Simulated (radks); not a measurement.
Results of a calculation; reference values are marked as such.
Task: Excited configurations of the mercury ion Hg+: one electron is placed in a higher orbital outside [Xe] 4f14 5d10. The ground configuration is [Xe] 4f14 5d10 6s1. Level of theory: scalar-relativistic Kohn-Sham, r2SCAN, spin-unpolarised, spherical densities, finite nucleus; meta-GGA in the generalised Kohn-Sham scheme; Fermi nuclear charge, rms radius 5.4648 fm (a radial shooting solver on a logarithmic mesh with Libxc functionals). Excitation = E - E(ground); binding = E(ion) - E, where the ion is the core of charge +2; n* = 2/sqrt(2 binding) in atomic units, and the quantum defect is n - n*.

| outer orbital | excitation (eV) | binding (eV) | n* | quantum defect | eigenvalue (eV) | <r> (bohr) |
|---|---|---|---|---|---|---|
| 5f | 15.343 | 3.348 | 4.032 | 0.968 | -2.344 | 8.916 |
| 6p | 7.642 | 11.049 | 2.219 | 3.781 | -8.079 | 3.421 |
| 6d | 13.253 | 5.438 | 3.163 | 2.837 | -3.907 | 6.039 |
| 6f | 16.454 | 2.238 | 4.932 | 1.068 | -1.684 | 15.30 |
| 7s | 11.676 | 7.015 | 2.785 | 4.215 | -5.556 | 6.009 |
| 7d | 15.497 | 3.194 | 4.128 | 2.872 | -2.433 | 11.50 |

Estimate the row for 7p.

Result: excitation (eV) 13.533; binding (eV) 5.158; n* 3.248; quantum defect 3.752; eigenvalue (eV) -4.033; <r> (bohr) 7.624. The Delta-SCF ionisation energy is 18.691 eV (NIST Atomic Spectra Database: 18.757 eV, measured). Self-interaction in the functional shifts the binding energies and quantum defects, so they are the method's values and not measured ones. Spin polarisation and multiplet splitting are left out, so open shells lie too high by an amount that depends on their filling.

Beside tabulated values, note that spin-unpolarised runs miss the spin-polarisation part of the exchange energy of open shells.
